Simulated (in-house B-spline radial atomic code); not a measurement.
Configurations of the argon ion Ar²⁺, with energies counted from [Ne] 3s2 (3p1/2)2 (3p3/2)2. Computed with an all-electron radial atomic-structure program (B-spline basis): Dirac-Hartree-Fock, average of each configuration as written, Fermi nucleus of rms radius 3.4274 fm. Energies include first-order Breit, QED and recoil terms.

Occupations are held fixed; configurations that lie above the ionisation limit could autoionise.

```tsv
configuration	E - E(ref) (eV)	highest orbital	its <r> (bohr)
[Ne] 3s2 (3p1/2)1 (3p3/2)3	-0.07989	3p3/2	1.477
[Ne] 3s1 (3p1/2)1 (3p3/2)4	18.367	3p3/2	1.479
[Ne] 3s2 (3p1/2)1 (3p3/2)2 4s1	22.941	4s1/2	3.462
[Ne] 3s1 (3p1/2)2 (3p3/2)2 (6f7/2)1	55.533	6f7/2	15.78
[Ne] 3s1 (3p3/2)4 (6g7/2)1	56.609	6g7/2	14.66
[He] 2s2 (2p1/2)2 (2p3/2)3 3s2 (3p3/2)4 (6d3/2)1	278.53	6d3/2	14.22
```

Problem. Order these further configurations by energy, lowest first.
A. [He] 2s2 (2p1/2)1 (2p3/2)4 3s2 (3p3/2)4 (6g9/2)1
B. [Ne] 3s2 (3p1/2)1 (3p3/2)2 6s1
C. [Ne] 3s2 (3p3/2)4
D. [Ne] 3s1 (3p1/2)1 (3p3/2)3 (5f7/2)1
E. [Ne] 3s2 (3p3/2)3 (6d5/2)1

Solution. C (0.96747 eV), B (35.437 eV), E (38.011 eV), D (53.946 eV), A (279.69 eV).

Problem. How far above the reference does [Ne] 3s2 (3p3/2)3 (7f5/2)1 lie?

Solution. 39.456 eV; its least bound orbital is 7f5/2 with <r> = 22.28 bohr.

Problem. Is the reference the lowest configuration at this level of theory?

Solution. No: [Ne] 3s2 (3p1/2)1 (3p3/2)3 lies 0.07989 eV lower. Averages of configurations without correlation can order differently from the measured ground levels.
